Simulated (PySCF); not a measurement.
A geometry optimisation on `C(=C)[SiH2]N`.

Computed with PBE0-D3(BJ)/def2-SVP geometry optimisation, gas phase (PySCF 2.14.0). Start geometry: GFN2-xTB. The command runs a driver script over a list of jobs; the input below is this job's line of settings and its coordinates in Å.

Command:
```bash
OMP_NUM_THREADS=1 python probes_run.py task.json out
```

Input:
```
{"job": {"xc": "PBE0", "basis": "def2-SVP", "d3": "d3bj", "grid": 1, "shake": 0.01, "kind": "geom"}, "charge": 0, "multiplicity": 1}
C     -2.026440     0.158200    -0.354360
C     -0.899930     0.325950     0.270950
Si     0.638820    -0.676700    -0.078340
N      1.995210     0.444860     0.107660
H     -2.925950     0.764280    -0.134850
H     -2.174610    -0.535230    -1.151010
H     -0.823190     1.071260     1.060220
H      0.912470    -1.690400     0.949120
H      0.538970    -1.308580    -1.372130
H      2.902500     0.090310     0.075610
H      1.900260     1.330230    -0.348610
```

**Question.** Give the output.

**Answer.** 
```
step   0  E = -424.18529062  max force = 0.051573
step   1  E = -424.19259321  max force = 0.008353
step   2  E = -424.19315969  max force = 0.002206
step   3  E = -424.19328184  max force = 0.001524
step   4  E = -424.19333512  max force = 0.000874
step   5  E = -424.19338251  max force = 0.000753
step   6  E = -424.19343730  max force = 0.001075
step   7  E = -424.19347500  max force = 0.000642
step   8  E = -424.19348595  max force = 0.000281
optimisation converged
```

Energies in Eh; «max force» is the largest Cartesian gradient component in Eh/bohr.

**Question.** How much energy does the optimisation release, in kJ/mol?

**Answer.** E(step 0) − E(last step) = 0.008195 Eh, which is 21.5 kJ/mol.

**Question.** Give the first gradient maximum in eV/Å.

**Answer.** With 1 Eh/bohr = 51.422 eV/Å, 2.652 eV/Å.

Summary of the converged run: final energy -424.19349 Eh after 8 steps; dipole 1.15 D.

**Question.** Give the final coordinates.

**Answer.** 0.190 Å rms from the input after alignment:
```
atom  x, y, z in Å
C1    -2.0356    0.0863   -0.2898
C2    -0.9177    0.2132    0.4348
Si3    0.6961   -0.6031   -0.0324
N4     1.9412    0.5993   -0.1229
H5    -2.9787    0.5656   -0.0026
H6    -2.0583   -0.5088   -1.2106
H7    -0.9539    0.8272    1.3449
H8     1.1511   -1.5789    1.0062
H9     0.4176   -1.3745   -1.2939
H10    2.9120    0.3097   -0.0808
H11    1.8309    1.3754   -0.7668
```

**Question.** How long does this job take on one thread of an Intel Xeon Platinum 8488C, on a shared host? And the peak memory of the process?

**Answer.** About 23 s, with 0.40 GiB resident at the peak, the Python interpreter and its libraries included.
Labels such as C1 count atoms from 1, the log's own numbers from 0.
